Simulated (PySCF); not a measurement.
Al(F)(OH)(SMe) (CH4AlFOS), SMILES [OH][Al]([S]C)[F].

Coordinates come from a PBE-D3(BJ)/def2-SVP optimisation. The values are those of a single conformer.

All values below come from PBE-D3(BJ)/def2-SVP run with PySCF.

Frequencies are harmonic and unscaled.

Computed normal modes with their intensities:
```tsv
mode	ν (cm⁻¹)	IR (km/mol)	moving atoms (share of kinetic energy)
1	57	1.1	H 41 %, S 20 %, C 19 %, F 14 %
2	92	0.6	H 71 %, C 10 %
3	132	1.5	C 31 %, O 25 %, H 16 %, F 16 %, Al 9 %
4	210	24.2	F 40 %, O 17 %, S 14 %, C 13 %, H 9 %
5	225	11.1	O 24 %, S 22 %, Al 17 %, F 15 %, H 13 %, C 10 %
6	235	19.9	Al 65 %, F 11 %, O 10 %, H 9 %
7	296	142.9	H 85 %, O 11 %
8	471	33.0	S 46 %, Al 23 %, O 12 %, F 11 %
9	569	112.9	H 70 %, O 25 %
10	679	5.0	C 60 %, S 31 %, H 8 %
11	803	170.9	Al 40 %, F 28 %, O 21 %, H 9 %
12	916	87.0	Al 51 %, O 24 %, F 22 %
13	934	7.0	H 85 %, C 14 %
14	956	6.9	H 82 %, C 15 %
15	1287	6.1	H 88 %, C 12 %
16	1407	5.8	H 96 %
17	1409	4.6	H 95 %
18	2990	20.4	H 98 %
19	3100	2.1	H 90 %, C 10 %
20	3110	0.6	H 90 %, C 10 %
21	3819	94.2	H 94 %
```
